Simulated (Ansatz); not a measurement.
The cluster Sn₃F₂, relaxed as a singlet with RKS PBE-D4/def2-SVP in Ansatz, starting from the GFN2-xTB geometry. Force threshold 0.02 eV/Å.

In the def2 sets Sn takes a core potential; there is no spin–orbit coupling. The structure comes from a short search, and lower isomers may exist.

Start:

```csv
atom,x (Å),y (Å),z (Å)
Sn1,-1.321,-1.359,-0.480
Sn2,-0.112,1.287,0.226
Sn3,1.428,-1.531,0.013
F4,-2.209,1.057,-0.279
F5,2.214,0.546,0.520
```

Estimate the energy that the relaxation releases and the steps that it takes.

49.6 kJ/mol, in 6 steps; 5.5 s on 4 threads of Arm Neoverse V1 on a shared host. No frequencies were taken in this run, so the end may be a saddle point.

Does the start keep its bonding?

Bonds formed: Sn1–F4 (atoms count from 1). The end is the same structure that another start reached.

Predict the relaxed structure.


Cartesian coordinates in Å:
```
Sn -1.470 -1.198 -0.500
Sn 0.041 1.249 0.213
Sn 1.391 -1.383 0.037
F -2.191 0.809 -0.286
F 2.230 0.524 0.536
```
Bond lengths (bridged metal pairs left out): 4 × F–Sn 2.14 to 2.33 Å; 1 × Sn–Sn 2.92 Å.
